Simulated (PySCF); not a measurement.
C2H6Mg, triplet, at a GFN2-xTB geometry (such geometries of metal compounds can be far from the true shape) (a higher spin typed on purpose: for a closed-shell molecule this is an excited state) (in this run its highest filled SCF level lies above zero, so its values depend strongly on the basis, on diffuse functions most of all), atoms displaced at random by about 0.03 Å a coordinate; HF/STO-3G, gradient by finite differences (PySCF).

Input for PySCF:
```python
from pyscf import gto, scf

mol = gto.M(
    atom='''
Mg    0.039127    0.000472    0.002052
C     1.769628    0.256350   -1.420224
H     2.438862   -0.621462   -1.294134
H     2.254401    1.212328   -1.165651
H     1.373141    0.269983   -2.452021
C    -1.751432   -0.301560    1.398857
H    -2.294702   -1.179224    1.181431
H    -2.360608    0.602956    1.302556
H    -1.349193   -0.232763    2.458953
''',
    basis='sto-3g',
    charge=0,
    spin=2,
    verbose=4,
)

mf = scf.UHF(mol)
mf.conv_tol = 1e-11
mf.kernel()
scan, done = mf.as_scanner(), []
scan.scf_summary = {}
def energy(d):
    c = mol.atom_coords()
    c[7, 0] += d
    e = scan(mol.set_geom_(c, unit='Bohr', inplace=False))
    done.append(scan.converged)
    return e
h = 0.05
fd = (energy(h) - energy(-h)) / (2 * h)
print('dE/dx =', fd)
```

It wrote (shortened):

```
PySCF version 2.14.0

[INPUT] verbose = 4
[INPUT] num. atoms = 9
[INPUT] num. electrons = 30
[INPUT] charge = 0
[INPUT] spin (= nelec alpha-beta = 2S) = 2
[INPUT] symmetry False subgroup None
[INPUT] Mole.unit = angstrom
[INPUT] Symbol           X                Y                Z      unit          X                Y                Z       unit  Magmom
[INPUT]  1 Mg     0.039127000000   0.000472000000   0.002052000000 AA    0.073939314076   0.000891950731   0.003877718008 Bohr   0.0
[INPUT]  2 C      1.769628000000   0.256350000000  -1.420224000000 AA    3.344112262362   0.484431292032  -2.683834395534 Bohr   0.0
[INPUT]  3 H      2.438862000000  -0.621462000000  -1.294134000000 AA    4.608781235609  -1.174392976824  -2.445558828488 Bohr   0.0
[INPUT]  4 H      2.254401000000   1.212328000000  -1.165651000000 AA    4.260200464946   2.290967893142  -2.202761146825 Bohr   0.0
[INPUT]  5 H      1.373141000000   0.269983000000  -2.452021000000 AA    2.594860420411   0.510193928288  -4.633648141682 Bohr   0.0
[INPUT]  6 C     -1.751432000000  -0.301560000000   1.398857000000 AA   -3.309726805799  -0.569865810124   2.643456617431 Bohr   0.0
[INPUT]  7 H     -2.294702000000  -1.179224000000   1.181431000000 AA   -4.336358317492  -2.228410399514   2.232581025071 Bohr   0.0
[INPUT]  8 H     -2.360608000000   0.602956000000   1.302556000000 AA   -4.460902607457   1.139421705163   2.461474101909 Bohr   0.0
[INPUT]  9 H     -1.349193000000  -0.232763000000   2.458953000000 AA   -2.549605259180  -0.439858321932   4.646747723178 Bohr   0.0

nuclear repulsion = 75.0292485478236
number of shells = 17
number of NR pGTOs = 75
number of NR cGTOs = 25
basis = sto-3g
ecp = {}

******** <class 'pyscf.scf.uhf.UHF'> ********
method = UHF
initial guess = minao
damping factor = 0
level_shift factor = 0
DIIS = <class 'pyscf.scf.diis.CDIIS'>
diis_start_cycle = 1
diis_space = 8
diis_damp = 0
SCF conv_tol = 1e-11
SCF conv_tol_grad = None
SCF max_cycles = 50
direct_scf = True
direct_scf_tol = 1e-13
number electrons alpha = 16  beta = 14
Set gradient conv threshold to 3.16228e-06
init E= -274.890476616956

cycle= 1 E= -275.129423219767  delta_E= -0.239  |g|= 0.162  |ddm|= 2.47
cycle= 2 E= -275.154122557914  delta_E= -0.0247  |g|= 0.0474  |ddm|= 0.309
cycle= 3 E= -275.157192620857  delta_E= -0.00307  |g|= 0.0225  |ddm|= 0.104
cycle= 4 E= -275.158329693274  delta_E= -0.00114  |g|= 0.0116  |ddm|= 0.0772
cycle= 5 E= -275.158792514512  delta_E= -0.000463  |g|= 0.00629  |ddm|= 0.0552
cycle= 6 E= -275.159053585322  delta_E= -0.000261  |g|= 0.00647  |ddm|= 0.0391
cycle= 7 E= -275.158976028314  delta_E= 7.76e-05  |g|= 0.00635  |ddm|= 0.0115
cycle= 8 E= -275.158482041072  delta_E= 0.000494  |g|= 0.00455  |ddm|= 0.088
cycle= 9 E= -275.158087944807  delta_E= 0.000394  |g|= 0.00255  |ddm|= 0.136
cycle= 10 E= -275.158066318452  delta_E= 2.16e-05  |g|= 0.000722  |ddm|= 0.0446
cycle= 11 E= -275.158065436666  delta_E= 8.82e-07  |g|= 0.000194  |ddm|= 0.0117
cycle= 12 E= -275.15806554081  delta_E= -1.04e-07  |g|= 0.000102  |ddm|= 0.00256
cycle= 13 E= -275.158065594486  delta_E= -5.37e-08  |g|= 5.18e-05  |ddm|= 0.000985
cycle= 14 E= -275.1580656087  delta_E= -1.42e-08  |g|= 2.93e-05  |ddm|= 0.000636
cycle= 15 E= -275.158065611025  delta_E= -2.33e-09  |g|= 5.19e-06  |ddm|= 0.00024
cycle= 16 E= -275.158065611013  delta_E= 1.21e-11  |g|= 2.81e-06  |ddm|= 5.49e-05
cycle= 17 E= -275.158065611011  delta_E= 1.82e-12  |g|= 3.56e-07  |ddm|= 3.65e-05
Extra cycle  E= -275.158065611011  delta_E= 1.14e-13  |g|= 2.2e-07  |ddm|= 7.67e-07
converged SCF energy = -275.158065611011  <S^2> = 2.0131315  2S+1 = 3.0087416
Create scanner for <class 'pyscf.scf.uhf.UHF'>

WARN: Mole.unit (angstrom) is changed to Bohr

New geometry
   1 Mg     0.039127000000   0.000472000000   0.002052000000 AA    0.073939314076   0.000891950731   0.003877718008 Bohr
   2 C      1.769628000000   0.256350000000  -1.420224000000 AA    3.344112262362   0.484431292032  -2.683834395534 Bohr
   3 H      2.438862000000  -0.621462000000  -1.294134000000 AA    4.608781235609  -1.174392976824  -2.445558828488 Bohr
   4 H      2.254401000000   1.212328000000  -1.165651000000 AA    4.260200464946   2.290967893142  -2.202761146825 Bohr
   5 H      1.373141000000   0.269983000000  -2.452021000000 AA    2.594860420411   0.510193928288  -4.633648141682 Bohr
   6 C     -1.751432000000  -0.301560000000   1.398857000000 AA   -3.309726805799  -0.569865810124   2.643456617431 Bohr
   7 H     -2.294702000000  -1.179224000000   1.181431000000 AA   -4.336358317492  -2.228410399514   2.232581025071 Bohr
   8 H     -2.334149139454   0.602956000000   1.302556000000 AA   -4.410902607457   1.139421705163   2.461474101909 Bohr
   9 H     -1.349193000000  -0.232763000000   2.458953000000 AA   -2.549605259180  -0.439858321932   4.646747723178 Bohr

******** <class 'pyscf.scf.hf.UHF_Scanner'> ********
method = UHF_Scanner
initial guess = minao
damping factor = 0
level_shift factor = 0
DIIS = <class 'pyscf.scf.diis.CDIIS'>
diis_start_cycle = 1
diis_space = 8
diis_damp = 0
SCF conv_tol = 1e-11
SCF conv_tol_grad = None
SCF max_cycles = 50
direct_scf = True
direct_scf_tol = 1e-13
number electrons alpha = 16  beta = 14
Set gradient conv threshold to 3.16228e-06
init E= -275.162882183326
cycle= 1 E= -275.157868435875  delta_E= 0.00501  |g|= 0.00285  |ddm|= 0.0161
cycle= 2 E= -275.157877268985  delta_E= -8.83e-06  |g|= 0.0011  |ddm|= 0.00642
cycle= 3 E= -275.157879976244  delta_E= -2.71e-06  |g|= 0.000824  |ddm|= 0.00333
cycle= 4 E= -275.157882358703  delta_E= -2.38e-06  |g|= 0.000703  |ddm|= 0.00333
cycle= 5 E= -275.157884256028  delta_E= -1.9e-06  |g|= 0.000749  |ddm|= 0.00254
cycle= 6 E= -275.157877080419  delta_E= 7.18e-06  |g|= 0.000546  |ddm|= 0.011
cycle= 7 E= -275.157871111335  delta_E= 5.97e-06  |g|= 0.00021  |ddm|= 0.0186
cycle= 8 E= -275.157870887819  delta_E= 2.24e-07  |g|= 9.84e-05  |ddm|= 0.00492
cycle= 9 E= -275.157870937309  delta_E= -4.95e-08  |g|= 3.58e-05  |ddm|= 0.00137
cycle= 10 E= -275.15787094426  delta_E= -6.95e-09  |g|= 1.11e-05  |ddm|= 0.00046
cycle= 11 E= -275.15787094479  delta_E= -5.3e-10  |g|= 3.45e-06  |ddm|= 0.000107
cycle= 12 E= -275.157870944779  delta_E= 1.12e-11  |g|= 1.32e-06  |ddm|= 6.46e-05
cycle= 13 E= -275.157870944783  delta_E= -3.58e-12  |g|= 3.89e-07  |ddm|= 9.8e-06
Extra cycle  E= -275.157870944783  delta_E= -4.55e-13  |g|= 2.5e-07  |ddm|= 7.8e-07
converged SCF energy = -275.157870944783  <S^2> = 2.0133555  2S+1 = 3.0088905

WARN: Mole.unit (angstrom) is changed to Bohr

New geometry
   1 Mg     0.039127000000   0.000472000000   0.002052000000 AA    0.073939314076   0.000891950731   0.003877718008 Bohr
   2 C      1.769628000000   0.256350000000  -1.420224000000 AA    3.344112262362   0.484431292032  -2.683834395534 Bohr
   3 H      2.438862000000  -0.621462000000  -1.294134000000 AA    4.608781235609  -1.174392976824  -2.445558828488 Bohr
   4 H      2.254401000000   1.212328000000  -1.165651000000 AA    4.260200464946   2.290967893142  -2.202761146825 Bohr
   5 H      1.373141000000   0.269983000000  -2.452021000000 AA    2.594860420411   0.510193928288  -4.633648141682 Bohr
   6 C     -1.751432000000  -0.301560000000   1.398857000000 AA   -3.309726805799  -0.569865810124   2.643456617431 Bohr
   7 H     -2.294702000000  -1.179224000000   1.181431000000 AA   -4.336358317492  -2.228410399514   2.232581025071 Bohr
   8 H     -2.387066860546   0.602956000000   1.302556000000 AA   -4.510902607457   1.139421705163   2.461474101909 Bohr
   9 H     -1.349193000000  -0.232763000000   2.458953000000 AA   -2.549605259180  -0.439858321932   4.646747723178 Bohr

******** <class 'pyscf.scf.hf.UHF_Scanner'> ********
method = UHF_Scanner
initial guess = minao
damping factor = 0
level_shift factor = 0
DIIS = <class 'pyscf.scf.diis.CDIIS'>
diis_start_cycle = 1
diis_space = 8
diis_damp = 0
SCF conv_tol = 1e-11
SCF conv_tol_grad = None
SCF max_cycles = 50
direct_scf = True
direct_scf_tol = 1e-13
number electrons alpha = 16  beta = 14
Set gradient conv threshold to 3.16228e-06
init E= -275.148119574956
cycle= 1 E= -275.157812050772  delta_E= -0.00969  |g|= 0.00574  |ddm|= 0.0321
cycle= 2 E= -275.15784769151  delta_E= -3.56e-05  |g|= 0.00221  |ddm|= 0.0129
cycle= 3 E= -275.157858296109  delta_E= -1.06e-05  |g|= 0.00163  |ddm|= 0.00654
cycle= 4 E= -275.157867798231  delta_E= -9.5e-06  |g|= 0.00136  |ddm|= 0.0068
cycle= 5 E= -275.157875859063  delta_E= -8.06e-06  |g|= 0.00145  |ddm|= 0.00555
cycle= 6 E= -275.157849738773  delta_E= 2.61e-05  |g|= 0.00111  |ddm|= 0.0201
cycle= 7 E= -275.157823388008  delta_E= 2.64e-05  |g|= 0.000409  |ddm|= 0.0406
cycle= 8 E= -275.15782324904  delta_E= 1.39e-07  |g|= 0.00024  |ddm|= 0.00497
cycle= 9 E= -275.157823307968  delta_E= -5.89e-08  |g|= 8.27e-05  |ddm|= 0.00503
cycle= 10 E= -275.157823350337  delta_E= -4.24e-08  |g|= 2.85e-05  |ddm|= 0.001
cycle= 11 E= -275.157823353343  delta_E= -3.01e-09  |g|= 9.54e-06  |ddm|= 0.000288
cycle= 12 E= -275.157823353685  delta_E= -3.42e-10  |g|= 3.99e-06  |ddm|= 0.000111
cycle= 13 E= -275.157823353669  delta_E= 1.6e-11  |g|= 1.62e-06  |ddm|= 9.85e-05
cycle= 14 E= -275.157823353665  delta_E= 4.09e-12  |g|= 5.59e-07  |ddm|= 2.54e-05
Extra cycle  E= -275.157823353666  delta_E= -1.02e-12  |g|= 3.47e-07  |ddm|= 1.15e-06
converged SCF energy = -275.157823353666  <S^2> = 2.0129751  2S+1 = 3.0086376
dE/dx = -0.0004759111720886722
```
